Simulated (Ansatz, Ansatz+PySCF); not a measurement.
```xyz
2

Li    0.0000    0.0000   -2.8568
Li    0.0000    0.0000    2.8568
```

Basis set: 6-31G (spherical functions). All electrons are correlated. Charge 0, multiplicity 1.

Computed with Ansatz (development build ahead of 0.2.0); each method stands on the lowest determinant of its kind that the runs found. Restricted open shells among the atoms or ions are ROHF, correlated in semicanonical orbitals with singles. Restricted functionals stand beside restricted open-shell atoms, which can lie above the unrestricted atoms usual in DFT and then raise those values.

Give the atomization energy at this shape (free ground-state atoms in the same class of orbitals less the molecule, no zero-point energy) of singlet Li₂ by PBE0 (unrestricted), PBE0 (restricted), full CI (lowest root of this spin), UHF-CCSD(T), UHF-MP2, RHF-MP2, RHF, UHF.

| method | atomization energy |
| --- | --- |
| PBE0 (unrestricted) | 0.03 eV |
| PBE0 (restricted) | -0.47 eV |
| full CI (lowest root of this spin) | 0.05 eV |
| UHF-CCSD(T) | 0.05 eV |
| UHF-MP2 | 0.02 eV |
| RHF-MP2 | -0.65 eV |
| RHF | -1.38 eV |
| UHF | 0.01 eV |

Caution: the shape is not the minimum. Caution for PBE0 (unrestricted), UHF-CCSD(T), UHF-MP2, UHF: the unrestricted determinant is a mixture of spin states. Caution for PBE0 (restricted), RHF-MP2, RHF: an unrestricted determinant lies well below. Caution for UHF-CCSD(T), UHF-MP2, RHF-MP2: large amplitudes, a single reference is doubtful. Caution for UHF-CCSD(T), UHF-MP2, UHF: the determinant may break the point group. Caution for RHF-MP2: the program doubts this total. Caution for RHF: the molecule lies well above its atoms at this level.

This basis has no polarisation functions and is too small for such energies, which can lie far from measured ones in either direction.
